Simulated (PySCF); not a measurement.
C₃H₁₀Si₃, SMILES C=C1[SiH2][SiH2][C@H]1[SiH3].

The structure is a stationary point at PBE-D3(BJ)/def2-SVP. The structure was generated by enumeration; whether it is a known compound was not checked.

Level of theory: PBE-D3(BJ)/def2-SVP run with PySCF 2.14.0.

Frequencies are harmonic and unscaled.

```json
[
 {"mode": "1", "ν (cm⁻¹)": "61", "IR (km/mol)": "0.1", "moving atoms (share of kinetic energy)": "Si 44 %, C 30 %, H 26 %"},
 {"mode": "2", "ν (cm⁻¹)": "120", "IR (km/mol)": "0.1", "moving atoms (share of kinetic energy)": "Si 50 %, H 30 %, C 20 %"},
 {"mode": "3", "ν (cm⁻¹)": "139", "IR (km/mol)": "0.4", "moving atoms (share of kinetic energy)": "Si 51 %, H 30 %, C 18 %"},
 {"mode": "4", "ν (cm⁻¹)": "160", "IR (km/mol)": "0.1", "moving atoms (share of kinetic energy)": "H 87 %, Si 8 %"},
 {"mode": "5", "ν (cm⁻¹)": "286", "IR (km/mol)": "0.9", "moving atoms (share of kinetic energy)": "H 46 %, C 45 %, Si 10 %"},
 {"mode": "6", "ν (cm⁻¹)": "300", "IR (km/mol)": "1.0", "moving atoms (share of kinetic energy)": "H 48 %, Si 33 %, C 19 %"},
 {"mode": "7", "ν (cm⁻¹)": "343", "IR (km/mol)": "10.8", "moving atoms (share of kinetic energy)": "H 64 %, C 28 %"},
 {"mode": "8", "ν (cm⁻¹)": "408", "IR (km/mol)": "5.9", "moving atoms (share of kinetic energy)": "C 34 %, H 33 %, Si 33 %"},
 {"mode": "9", "ν (cm⁻¹)": "417", "IR (km/mol)": "1.0", "moving atoms (share of kinetic energy)": "Si 73 %, H 20 %"},
 {"mode": "10", "ν (cm⁻¹)": "491", "IR (km/mol)": "4.0", "moving atoms (share of kinetic energy)": "H 43 %, Si 41 %, C 16 %"},
 {"mode": "11", "ν (cm⁻¹)": "521", "IR (km/mol)": "2.6", "moving atoms (share of kinetic energy)": "H 70 %, Si 22 %, C 9 %"},
 {"mode": "12", "ν (cm⁻¹)": "577", "IR (km/mol)": "8.2", "moving atoms (share of kinetic energy)": "H 77 %, C 12 %, Si 11 %"},
 {"mode": "13", "ν (cm⁻¹)": "589", "IR (km/mol)": "9.7", "moving atoms (share of kinetic energy)": "H 56 %, C 29 %, Si 15 %"},
 {"mode": "14", "ν (cm⁻¹)": "603", "IR (km/mol)": "2.1", "moving atoms (share of kinetic energy)": "H 82 %, C 10 %"},
 {"mode": "15", "ν (cm⁻¹)": "645", "IR (km/mol)": "106.9", "moving atoms (share of kinetic energy)": "H 84 %, Si 11 %"},
 {"mode": "16", "ν (cm⁻¹)": "656", "IR (km/mol)": "14.5", "moving atoms (share of kinetic energy)": "H 67 %, C 23 %, Si 10 %"},
 {"mode": "17", "ν (cm⁻¹)": "668", "IR (km/mol)": "30.2", "moving atoms (share of kinetic energy)": "H 66 %, C 21 %, Si 13 %"},
 {"mode": "18", "ν (cm⁻¹)": "717", "IR (km/mol)": "22.5", "moving atoms (share of kinetic energy)": "H 67 %, C 22 %, Si 11 %"},
 {"mode": "19", "ν (cm⁻¹)": "751", "IR (km/mol)": "129.7", "moving atoms (share of kinetic energy)": "H 62 %, C 23 %, Si 15 %"},
 {"mode": "20", "ν (cm⁻¹)": "790", "IR (km/mol)": "7.8", "moving atoms (share of kinetic energy)": "H 50 %, C 41 %, Si 9 %"},
 {"mode": "21", "ν (cm⁻¹)": "877", "IR (km/mol)": "223.0", "moving atoms (share of kinetic energy)": "H 89 %"},
 {"mode": "22", "ν (cm⁻¹)": "882", "IR (km/mol)": "41.7", "moving atoms (share of kinetic energy)": "H 73 %, C 27 %"},
 {"mode": "23", "ν (cm⁻¹)": "892", "IR (km/mol)": "114.7", "moving atoms (share of kinetic energy)": "H 86 %, C 11 %"},
 {"mode": "24", "ν (cm⁻¹)": "901", "IR (km/mol)": "29.6", "moving atoms (share of kinetic energy)": "H 82 %, C 14 %"},
 {"mode": "25", "ν (cm⁻¹)": "906", "IR (km/mol)": "51.2", "moving atoms (share of kinetic energy)": "H 91 %"},
 {"mode": "26", "ν (cm⁻¹)": "907", "IR (km/mol)": "48.6", "moving atoms (share of kinetic energy)": "H 91 %"},
 {"mode": "27", "ν (cm⁻¹)": "916", "IR (km/mol)": "22.4", "moving atoms (share of kinetic energy)": "H 81 %, C 17 %"},
 {"mode": "28", "ν (cm⁻¹)": "975", "IR (km/mol)": "19.4", "moving atoms (share of kinetic energy)": "H 69 %, C 29 %"},
 {"mode": "29", "ν (cm⁻¹)": "1083", "IR (km/mol)": "20.9", "moving atoms (share of kinetic energy)": "H 50 %, C 50 %"},
 {"mode": "30", "ν (cm⁻¹)": "1135", "IR (km/mol)": "1.7", "moving atoms (share of kinetic energy)": "H 57 %, C 43 %"},
 {"mode": "31", "ν (cm⁻¹)": "1364", "IR (km/mol)": "2.8", "moving atoms (share of kinetic energy)": "H 86 %, C 14 %"},
 {"mode": "32", "ν (cm⁻¹)": "1629", "IR (km/mol)": "2.7", "moving atoms (share of kinetic energy)": "C 91 %, H 9 %"},
 {"mode": "33", "ν (cm⁻¹)": "2143", "IR (km/mol)": "95.5", "moving atoms (share of kinetic energy)": "H 98 %"},
 {"mode": "34", "ν (cm⁻¹)": "2146", "IR (km/mol)": "50.6", "moving atoms (share of kinetic energy)": "H 98 %"},
 {"mode": "35", "ν (cm⁻¹)": "2155", "IR (km/mol)": "64.4", "moving atoms (share of kinetic energy)": "H 98 %"},
 {"mode": "36", "ν (cm⁻¹)": "2158", "IR (km/mol)": "26.2", "moving atoms (share of kinetic energy)": "H 96 %"},
 {"mode": "37", "ν (cm⁻¹)": "2163", "IR (km/mol)": "156.7", "moving atoms (share of kinetic energy)": "H 96 %"},
 {"mode": "38", "ν (cm⁻¹)": "2166", "IR (km/mol)": "102.4", "moving atoms (share of kinetic energy)": "H 96 %"},
 {"mode": "39", "ν (cm⁻¹)": "2168", "IR (km/mol)": "123.9", "moving atoms (share of kinetic energy)": "H 96 %"},
 {"mode": "40", "ν (cm⁻¹)": "2989", "IR (km/mol)": "3.2", "moving atoms (share of kinetic energy)": "H 92 %"},
 {"mode": "41", "ν (cm⁻¹)": "3046", "IR (km/mol)": "11.7", "moving atoms (share of kinetic energy)": "H 95 %"},
 {"mode": "42", "ν (cm⁻¹)": "3148", "IR (km/mol)": "4.0", "moving atoms (share of kinetic energy)": "H 90 %, C 10 %"}
]
```
